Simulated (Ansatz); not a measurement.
Reaction (isomerisation): `C=[C]1[O][Al]1[CH3]` → `C#C[O][AlH][CH3]`

Isolated molecules relaxed with PBE0-D4/def2-TZVP in Ansatz; ΔE leaves out vibrations. CBS: MP2 limit from def2 TZ/QZ plus the TZ coupled-cluster correction, frozen cores. DFT in def2-TZVPP. B3LYP here is the variant with VWN-RPA as its local correlation; programs differ in this. HSE06 is defined as in plane-wave codes. One conformer a species, not always the lowest.

`C=[C]1[O][Al]1[CH3]`:

Cartesian coordinates in Å:
```
C -1.241 -0.672 2.279
C -0.629 -0.211 1.202
O -0.242 1.132 0.955
Al 0.217 0.162 -0.401
C 1.086 0.307 -2.117
H -1.506 -0.014 3.101
H -1.488 -1.723 2.354
H 0.756 -0.476 -2.803
H 2.169 0.216 -2.000
H 0.878 1.279 -2.571
```

`C#C[O][AlH][CH3]`:

```xyz
10

C    -2.210   -1.191    1.140
C    -1.042   -0.937    1.259
O     0.204   -0.675    1.405
Al    1.318    0.162    0.379
C     0.665    0.858   -1.303
H    -3.242   -1.422    1.046
H     2.760    0.227    1.007
H    -0.181    1.532   -1.138
H     0.295    0.046   -1.937
H     1.432    1.401   -1.859
```

```tsv
level	ΔE (kcal/mol)	difference from CCSD(T)/CBS
LDA (SPW92)	5.8	7.4
PBE-D4	3.9	5.5
revPBE-D4	3.5	5.1
BLYP-D4	-0.9	0.7
B97M-V	-0.9	0.7
PBE0-D4	1.7	3.3
B3LYP-D4	-2.3	-0.7
r2SCANh-D4	1.5	3.1
r2SCAN0-D4	0.4	2.0
HSE06-D4	1.8	3.4
BHLYP-D4	-5.0	-3.4
CAM-B3LYP-D4	-2.9	-1.3
ωB97X-V	-0.5	1.1
ωB97M-V	-1.0	0.6
PBE-QIDH	-0.4	1.2
PBE	4.0	5.6
revPBE	3.2	4.8
r2SCAN	2.3	3.9
PBE0	1.8	3.4
B3LYP	-2.2	-0.6
r2SCANh	1.5	3.1
r2SCAN0	0.4	2.0
HSE06	1.9	3.5
BHLYP	-4.9	-3.3
CAM-B3LYP	-2.8	-1.2
LC-ωPBE	0.4	2.0
RPA@PBE/def2-TZVPP	-0.6	1.0
HF/def2-SVP	-14.9	-13.3
MP2/def2-SVP	-6.4	-4.8
CCSD/def2-SVP	-6.3	-4.7
CCSD(T)/def2-SVP	-4.9	-3.3
HF/def2-TZVPP	-12.4	-10.8
SCS-MP2/def2-TZVPP	-3.8	-2.2
CCSD(T)/def2-TZVPP	-1.9	-0.3
HF/def2-QZVPP	-12.5	-10.9
MP2/def2-QZVPP	-2.1	-0.5
SCS-MP2/def2-QZVPP	-3.7	-2.1
HF/CBS(def2)	-12.5	-10.9
MP2/CBS(def2)	-2.0	-0.4
CCSD/CBS(def2)	-3.3	-1.7
CCSD(T)/CBS	-1.6	0
```

Largest T1 diagnostic among the species: 0.016.

From BLYP to BHLYP (50 % exact exchange), in def2-TZVPP and without D4, ΔE moves by −4.1 kcal/mol. At CCSD(T), def2-SVP lies −3.3 kcal/mol from the extrapolated value and def2-TZVPP −0.3 kcal/mol.
